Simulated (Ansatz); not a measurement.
Born–Oppenheimer molecular dynamics of CH$_{3}$Cl$_{3}$Si (8 atoms, charge 0, multiplicity 1). It starts from a relaxed structure.

Method: RKS B3LYP-D4/6-31G* in Ansatz 0.2.0.

- ensemble: NVE (velocity Verlet)
- time step: 0.5 fs
- steps asked: 250
- starting velocities drawn for: 200 K
- masses: H 2.014 u
- seed: 787488

First frame:

```xyz
8
Properties=species:S:1:pos:R:3
Si 0.000 0.000 0.008
C 0.000 0.000 1.866
H -1.026 -0.064 2.242
H 0.568 -0.857 2.242
H 0.458 0.920 2.242
Cl 1.929 0.128 -0.712
Cl -1.075 1.606 -0.712
Cl -0.853 -1.734 -0.712
```

Problem. How far do the bonds stretch over the last three quarters of this one trajectory? (Pairs bonded in most of those frames.)

Solution. 
```tsv
bond	mean (Å)	spread (Å)	shortest	longest
Si1–C2	1.861	0.013	1.84	1.89
Si1–Cl6	2.064	0.015	2.04	2.08
Si1–Cl7	2.066	0.014	2.04	2.09
Si1–Cl8	2.065	0.011	2.05	2.08
C2–H3	1.096	0.021	1.06	1.13
C2–H4	1.094	0.018	1.06	1.13
C2–H5	1.096	0.025	1.05	1.14
```

Mean temperature of the second half: 101 K. The conserved energy stayed within 0.076 meV per atom of its start (net change 0.069 meV per atom), so the integration is sound. Over the second half the temperature averaged 0.50 of the 200 K drawn at the start: a run that starts near a minimum puts about half its kinetic energy into the potential. A run of 0.12 ps of so small a system gives no equilibrium averages.

Run time: 13 min on 2 threads of Arm Neoverse V1 (shared host), peak memory 0.23 GiB.
